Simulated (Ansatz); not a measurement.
Molecule: C3H8O, net charge 0, singlet state. SMILES: C(CO)C
Geometry from a B3LYP-D3(BJ)/def2-TZVP (Ansatz, a first-principles code) optimisation:
```xyz
12

C     -1.8645    -0.1931    -0.3023
C     -0.5633    -0.0415     0.4803
C      0.6470     0.0514    -0.4275
O      1.8098     0.1901     0.3857
H     -1.8566    -1.0970    -0.9161
H     -2.0299     0.6578    -0.9677
H     -2.7210    -0.2579     0.3699
H     -0.5982     0.8550     1.1046
H     -0.4258    -0.8898     1.1558
H      0.5406     0.9120    -1.1014
H      0.7147    -0.8511    -1.0496
H      2.5829     0.2497    -0.1841
```

Parts of the frozen-core correlation energy in aug-cc-pVTZ (Ansatz, hartree). Frozen orbitals: 4; correlated occupied orbitals by spin: 13 and 13; virtual: 351 and 351. No spin-orbit coupling. No relativistic terms.

```csv
term,value
reference (HF),-193.19316
MP2 opposite-spin,-0.61039
MP2 same-spin,-0.17929
CCSD correlation,-0.82722
(T),-0.03142
T1 diagnostic,0.010
largest doubles amplitude,0.013
```
